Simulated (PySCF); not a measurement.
## PBE beside CCSD(T) along the third period: bonds to Sr

PBE and CCSD(T) in PySCF with def2-SVP on every atom (core potentials on Sr), for the lowest determinant that a PBE0 search found; no spin–orbit coupling.

```tsv
molecule	state (unpaired electrons)	PBE Re (Å)	PBE ωe (cm⁻¹)	PBE De (eV)	CCSD(T) Re (Å)	CCSD(T) ωe (cm⁻¹)	CCSD(T) De (eV)
NaSr	doublet (σ ↑)	3.865	91.8	0.31	3.974	71.5	0.16
SrMg	singlet (closed shell)	4.006	79.7	0.18	4.359	39.9	0.07
SrS	singlet (closed shell)	2.464	393	3.92	2.529	349	2.52
SrCl	doublet (σ ↑)	2.589	312	4.45	?	?	?
```

Question: Estimate the CCSD(T) values of SrCl by adding the mean shift from PBE to CCSD(T) of the other rows, and compare with the calculation.

Answer: The mean shifts are +17.6 pm, -35 cm⁻¹ and -0.55 eV, which give 2.765 Å, 277 cm⁻¹ and 3.90 eV. CCSD(T)/def2-SVP gives Re = 2.622 Å, ωe = 314 cm⁻¹, De = 3.75 eV.

Question: What are the mean differences of PBE from CCSD(T) over the whole series?

Answer: Re -14.0 pm, ωe +26 cm⁻¹, De +0.59 eV.

In a basis of this size CCSD(T) is itself not converged; it tends to give bonds that are too long and too weak.

Correlated steps freeze the inner cores (1 to 5 orbitals); shallow outer-core shells are correlated. Closed-shell solutions of metal pairs were not tested for spin polarisation, which can lower them a little. UHF and ROHF references stand side by side, which adds small steps between rows. Weak bonds: NaSr, SrMg. Basis-set superposition, not corrected here, can be much of De in a small basis, most of all at correlated wavefunction levels. Functionals without a dispersion term scatter widely for such bonds, and LDA overbinds them. Spin–orbit coupling is left out. Where the molecule has an RHF reference, its open-shell atoms are computed with UHF. The CCSD T1 diagnostic is raised in SrS, a sign that a single reference may not be enough there. States were picked by a PBE0 search and need not be the measured ground states.
